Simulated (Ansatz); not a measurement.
## Pulling the pair apart

The pair of H2 (SMILES [H][H], atoms 1–2) and CH3Cl (SMILES CCl, atoms 3–7), both closed shells, in one local arrangement (a lower one may exist), relaxed at PBE0-D4/def2-TZVP:

```
atom    x (Å)    y (Å)    z (Å)
  H1   0.5024  -0.4056  -2.1538
  H2   0.1173  -0.0955  -2.7144
  C3  -0.2369   0.1916   0.9943
 Cl4   1.1283  -0.9129   0.7469
  H5   0.1158   1.0617   1.5428
  H6  -1.0047  -0.3279   1.5627
  H7  -0.6222   0.4885   0.0215
```

CH3Cl is shifted rigidly along the line between the mean atom positions of the two fragments (negative: closer). Counterpoise interaction energies in kcal/mol. Computed with Ansatz 0.2.0 (basis: def2-TZVPPD); correlated methods freeze the cores.

```csv
shift (Å),HF,PBE0-D4,MP2
-0.30,1.07,-0.57,-0.22
-0.15,0.56,-0.73,-0.43
0.00,0.25,-0.77,-0.52
0.15,0.07,-0.75,-0.53
0.36,-0.06,-0.66,-0.48
0.75,-0.12,-0.47,-0.34
1.51,-0.08,-0.21,-0.16
3.01,-0.03,-0.05,-0.04
```

(1) What does CCSD(T) give at these shifts? (Judge from chemistry; the value comes from the calculation.)

T1 diagnostic: at most 0.008.

## Answers

(1) The calculation gives: -0.18, -0.41, -0.50, -0.52, -0.47, -0.34, -0.15, -0.04 kcal/mol. For zero shift, CCSD(T) at an estimated basis limit (MP2 extrapolated from triple and quadruple zeta, plus CCSD(T) − MP2 in triple zeta) gives -0.64 kcal/mol. These are counterpoise interaction energies, counted from the two frozen fragments.

For scale, one of the runs: CCSD(T)/def2-TZVPPD, 173 basis functions, launched by `ansatz run in.yaml --threads 2 --pin off --events-out ev --progress --plain --max-ram 5222MiB`. The run took 18 s on 2 CPU threads of an Arm Neoverse V1 (shared host), with 1.4 GiB of host memory at its peak.
